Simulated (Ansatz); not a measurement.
`OC([SiH3])O[SiH3]` and `OC(O)O[SiH3]` differ in one atom or group.

Ansatz, PBE0-D4/def2-TZVP geometries, multiplicity 1. Each molecule was computed in one conformer, which needn't be the lowest.

```
                                          property  `OC([SiH3])O[SiH3]`
             HOMO–LUMO gap (B3LYP/def2-TZVPP) / eV                 7.59
                 HOMO energy (PBE/def2-TZVPP) / eV                -6.49
    size of the dipole moment (PBE/def2-TZVPP) / D                 0.51
  size of the dipole moment (B3LYP/def2-TZVPP) / D                 0.53
              HOMO–LUMO gap (PBE0/def2-TZVPP) / eV                 8.04
size of the dipole moment (ωB97M-V/def2-TZVPP) / D                 0.57
```

(1) Give the same properties after the change, and the shifts. (Estimate.)

## Answers

(1) Computed: 
| property | `OC(O)O[SiH3]` | shift |
| --- | --- | --- |
| HOMO–LUMO gap (B3LYP/def2-TZVPP) / eV | 8.53 | 0.94 |
| HOMO energy (PBE/def2-TZVPP) / eV | -7.09 | -0.60 |
| size of the dipole moment (PBE/def2-TZVPP) / D | 1.07 | 0.56 |
| size of the dipole moment (B3LYP/def2-TZVPP) / D | 1.11 | 0.58 |
| HOMO–LUMO gap (PBE0/def2-TZVPP) / eV | 8.98 | 0.94 |
| size of the dipole moment (ωB97M-V/def2-TZVPP) / D | 1.10 | 0.53 |

With PBE0 the HOMO falls by 0.76 eV and the LUMO rises by 0.18 eV, so the gap widens by about 0.94 eV. PBE moves the HOMO by -0.60 eV and ωB97M-V by -0.83 eV. Dipoles are sizes alone; their direction can turn.

B3LYP here is the variant with VWN-RPA as its local correlation; programs differ in this.
